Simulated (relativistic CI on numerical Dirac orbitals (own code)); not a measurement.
**Tc4+: 4d valence photoemission**

Computed with this model: Dirac-Coulomb-Breit CI, separate exchange-only KLI orbitals for each configuration, QED by a radiative potential, valence Slater integrals scaled by 0.8, multiplet model of photoemission in the sudden approximation; configurations [Kr] 4d3 → [Kr] 4d2; 300 K; Lorentzian 0.21 eV and Gaussian 0.5 eV FWHM. Energies are those of the free ion, without screening or charge transfer. The energies are binding energies and can lie tens of eV above those of solids. S is read from ⟨S²⟩ = S(S + 1).

Field parameters in Wybourne normalisation: Td as Oh with Dq negative (B⁴₀ = 21Dq, B⁴₄ = √(5/14) B⁴₀). The field is a parameter set, without covalency.

Peaks in eV (height, largest 100): 56.2 (100), 57.8 (27).

Which surroundings give this spectrum?
A. Td, 10Dq = -3200 cm⁻¹
B. free ion
C. Td, 10Dq = -8900 cm⁻¹
D. Td, 10Dq = -14550 cm⁻¹

B. free ion, where the ground state has S = 1.49.
